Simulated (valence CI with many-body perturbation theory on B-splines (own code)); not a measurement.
Values are calculated unless marked as measured or tabulated.
Level structure of Sb44+

Level of theory: relativistic CI+MBPT: five valence electrons over a frozen Dirac-Fock core [He], radial functions for each j: 11 s, 11 p, 10 d, 8 f, 5 g, 2 h, with the one-electron correlation potential Σ1 (screened to all orders), the two-electron term Σ2, the three-electron term Σ3, Breit, model QED; selected single and double excitations, second order for the rest, scaled by the run's own slope (own B-spline code, finite nucleus).

No measured spectrum was set against this ion. As an estimate, large intervals hold to a few tenths of a per cent, small ones and those within an open d or f shell to about a per cent. Among the levels kept, up to 7200 cm⁻¹ of a level comes from second order outside the variational space, and about a tenth of that is noise between levels of different J, which matters for small intervals.

Levels 136 to 180 of 200, with energies above the lowest level, (2s^2 2p1/2^2 2p3/2) J=3/2. "Leading %" is the weight of the configuration and term that name the level; weights of strongly mixed levels are sums over their largest components and can fall short, so below about 35 % the name and the second component can differ from the true leading terms, or belong to a minority configuration. In the jj column 3d3/2^4 stands for four electrons in 3d with j = 3/2.

| No. | Configuration | Term | J | E (eV) | Leading % | Second component | g | Leading jj |
| --- | --- | --- | --- | --- | --- | --- | --- | --- |
| 136 | 2s2p³3p | ⁴P | 3/2 | 4929.5 | 32 | 23 % 2s2p³3p ⁴D | 1.420 | 2s 2p1/2 2p3/2^2 3p3/2 (99 %) |
| 137 | 2s2p³3d | ⁶D° | 7/2 | 4931.0 | 34 | 29 % 2s2p³3d ⁴G° | 1.280 | 2s 2p1/2 2p3/2^2 3d3/2 (73 %) |
| 138 | 2s2p³3p | ⁴P | 5/2 | 4936.0 | 48 | 16 % 2s2p³3p ⁴F | 1.337 | 2s 2p1/2 2p3/2^2 3p3/2 (94 %) |
| 139 | 2s2p³3d | ⁶D° | 9/2 | 4939.0 | 44 | 38 % 2s2p³3d ⁴G° | 1.339 | 2s 2p1/2 2p3/2^2 3d5/2 (95 %) |
| 140 | 2s2p³3p | ²P | 1/2 | 4940.7 | 68 | 18 % 2s2p³3p ⁴D | 0.730 | 2s 2p1/2 2p3/2^2 3p3/2 (96 %) |
| 141 | 2s2p³3p | ⁴P | 3/2 | 4943.6 | 32 | 18 % 2s2p³3p ²P | 1.308 | 2s 2p1/2 2p3/2^2 3p3/2 (97 %) |
| 142 | 2s2p³3d | ⁴D° | 7/2 | 4944.0 | 55 | 19 % 2s2p³3d ²G° | 1.271 | 2s 2p1/2 2p3/2^2 3d5/2 (74 %) |
| 143 | 2s2p³3p | ²F | 7/2 | 4948.0 | 76 | 14 % 2s2p³3p ⁴F | 1.183 | 2s 2p1/2 2p3/2^2 3p3/2 (97 %) |
| 144 | 2s2p³3p | ²P | 1/2 | 4952.9 | 45 | 21 % 2s2p³3p ²S | 1.347 | 2s 2p1/2 2p3/2^2 3p3/2 (94 %) |
| 145 | 2s2p³3p | ²D | 5/2 | 4953.2 | 42 | 14 % 2s2p³3p ⁴D | 1.292 | 2s 2p1/2 2p3/2^2 3p3/2 (97 %) |
| 146 | 2s2p³3d | ⁴F° | 9/2 | 4957.7 | 37 | 31 % 2s2p³3d ²G° | 1.201 | 2s 2p1/2 2p3/2^2 3d3/2 (87 %) |
| 147 | 2s2p³3p | ²D | 3/2 | 4957.8 | 35 | 30 % 2s2p³3p ²P | 1.261 | 2s 2p1/2 2p3/2^2 3p3/2 (97 %) |
| 148 | 2s2p³3p | ²D | 5/2 | 4958.1 | 46 | 22 % 2s2p³3p ⁴D | 1.239 | 2s 2p1/2 2p3/2^2 3p3/2 (96 %) |
| 149 | 2s2p³3d | ⁴D° | 1/2 | 4959.1 | 55 | 18 % 2s2p³3d ²P° | 0.817 | 2s 2p1/2 2p3/2^2 3d5/2 (92 %) |
| 150 | 2s2p³3d | ⁴P° | 5/2 | 4962.1 | 46 | 22 % 2s2p³3d ⁴D° | 1.377 | 2s 2p1/2 2p3/2^2 3d3/2 (53 %) |
| 151 | 2s2p³3d | ⁴D° | 7/2 | 4963.0 | 45 | 41 % 2s2p³3d ⁴F° | 1.301 | 2s 2p1/2 2p3/2^2 3d3/2 (86 %) |
| 152 | 2s2p³3d | ⁴S° | 3/2 | 4966.2 | 30 | 21 % 2s2p³3d ⁴D° | 1.341 | 2s 2p1/2 2p3/2^2 3d5/2 (62 %) |
| 153 | 2s2p³3d | ⁴D° | 5/2 | 4970.0 | 69 | 10 % 2s2p³3d ²D° | 1.268 | 2s 2p1/2 2p3/2^2 3d3/2 (50 %) |
| 154 | 2s2p³3d | ⁴P° | 3/2 | 4971.4 | 50 | 29 % 2s2p³3d ⁴D° | 1.497 | 2s 2p1/2 2p3/2^2 3d3/2 (68 %) |
| 155 | 2s2p³3p | ²P | 1/2 | 4971.4 | 63 | 29 % 2s2p³3p ⁴P | 1.346 | 2s 2p1/2 2p3/2^2 3p3/2 (96 %) |
| 156 | 2s2p³3d | ⁴G° | 11/2 | 4972.1 | 100 |  | 1.261 | 2s 2p1/2 2p3/2^2 3d5/2 (100 %) |
| 157 | 2s2p³3p | ²D | 3/2 | 4972.8 | 43 | 24 % 2s2p³3p ²P | 1.092 | 2s 2p1/2 2p3/2^2 3p3/2 (93 %) |
| 158 | 2s2p³3d | ⁴F° | 9/2 | 4975.2 | 51 | 47 % 2s2p³3d ²G° | 1.215 | 2s 2p1/2 2p3/2^2 3d5/2 (90 %) |
| 159 | 2s2p³3d | ²S° | 1/2 | 4986.8 | 48 | 24 % 2s2p³3d ⁴P° | 1.698 | 2s 2p1/2 2p3/2^2 3d5/2 (92 %) |
| 160 | 2s2p³3d | ⁴F° | 3/2 | 4994.0 | 46 | 12 % 2s2p³3d ²P° | 0.844 | 2s 2p1/2 2p3/2^2 3d3/2 (70 %) |
| 161 | 2s2p³3d | ²F° | 7/2 | 4995.5 | 51 | 23 % 2s2p³3d ²G° | 1.125 | 2s 2p1/2 2p3/2^2 3d5/2 (78 %) |
| 162 | 2s2p³3d | ²P° | 3/2 | 4996.0 | 39 | 16 % 2s2p³3d ⁴F° | 1.162 | 2s 2p1/2 2p3/2^2 3d5/2 (69 %) |
| 163 | 2s2p³3d | ²D° | 5/2 | 4998.1 | 44 | 17 % 2s2p³3d ²F° | 1.147 | 2s 2p1/2 2p3/2^2 3d5/2 (72 %) |
| 164 | 2p⁴3s | ⁴P | 5/2 | 5006.7 | 67 | 26 % 2p⁴3s ²D | 1.466 | 2p1/2^2 2p3/2^2 3s (92 %) |
| 165 | 2s2p³3d | ⁴D° | 1/2 | 5006.7 | 54 | 25 % 2s2p³3d ²P° | 0.541 | 2s 2p1/2 2p3/2^2 3d3/2 (91 %) |
| 166 | 2s2p³3d | ⁴G° | 5/2 | 5008.6 | 25 | 24 % 2s2p³3d ²D° | 1.012 | 2s 2p1/2 2p3/2^2 3d3/2 (75 %) |
| 167 | 2s2p³3d | ²D° | 3/2 | 5008.7 | 38 | 32 % 2s2p³3d ⁴D° | 0.860 | 2s 2p1/2 2p3/2^2 3d3/2 (92 %) |
| 168 | 2s2p³3d | ⁴D° | 5/2 | 5015.0 | 32 | 21 % 2s2p³3d ⁴F° | 1.183 | 2s 2p1/2 2p3/2^2 3d5/2 (74 %) |
| 169 | 2p⁴3s | ²P | 3/2 | 5015.1 | 51 | 28 % 2p⁴3s ²D | 1.206 | 2p1/2^2 2p3/2^2 3s (92 %) |
| 170 | 2s2p³3d | ²G° | 7/2 | 5015.2 | 54 | 24 % 2s2p³3d ²F° | 0.999 | 2s 2p1/2 2p3/2^2 3d3/2 (86 %) |
| 171 | 2s2p³3d | ²D° | 5/2 | 5022.1 | 37 | 17 % 2s2p³3d ⁴P° | 1.161 | 2s 2p1/2 2p3/2^2 3d3/2 (67 %) |
| 172 | 2s2p³3d | ²D° | 3/2 | 5024.2 | 29 | 15 % 2s2p³3d ⁴D° | 1.229 | 2s 2p1/2 2p3/2^2 3d3/2 (66 %) |
| 173 | 2s2p³3d | ⁴D° | 7/2 | 5025.1 | 49 | 14 % 2s2p³3d ²G° | 1.233 | 2s 2p1/2 2p3/2^2 3d5/2 (96 %) |
| 174 | 2s2p³3d | ²D° | 5/2 | 5027.6 | 33 | 19 % 2s2p³3d ⁴D° | 1.175 | 2s 2p1/2 2p3/2^2 3d3/2 (72 %) |
| 175 | 2s2p³3d | ²D° | 5/2 | 5030.3 | 26 | 24 % 2s2p³3d ⁴D° | 1.189 | 2s 2p1/2 2p3/2^2 3d5/2 (72 %) |
| 176 | 2s2p³3d | ²P° | 1/2 | 5030.4 | 51 | 35 % 2s2p³3d ⁴D° | 0.544 | 2s 2p1/2 2p3/2^2 3d3/2 (88 %) |
| 177 | 2s2p³3d | ²D° | 3/2 | 5032.3 | 37 | 13 % 2s2p³3d ⁴D° | 1.060 | 2s 2p1/2 2p3/2^2 3d3/2 (94 %) |
| 178 | 2s2p³3d | ²G° | 9/2 | 5036.1 | 79 | 12 % 2s2p³3d ⁴G° | 1.136 | 2s 2p1/2 2p3/2^2 3d5/2 (97 %) |
| 179 | 2s2p³3d | ²P° | 1/2 | 5037.1 | 47 | 23 % 2s2p³3d ²S° | 0.978 | 2s 2p1/2 2p3/2^2 3d3/2 (92 %) |
| 180 | 2s2p³3d | ²F° | 7/2 | 5039.4 | 54 | 17 % 2s2p³3d ⁴D° | 1.180 | 2s 2p1/2 2p3/2^2 3d5/2 (97 %) |
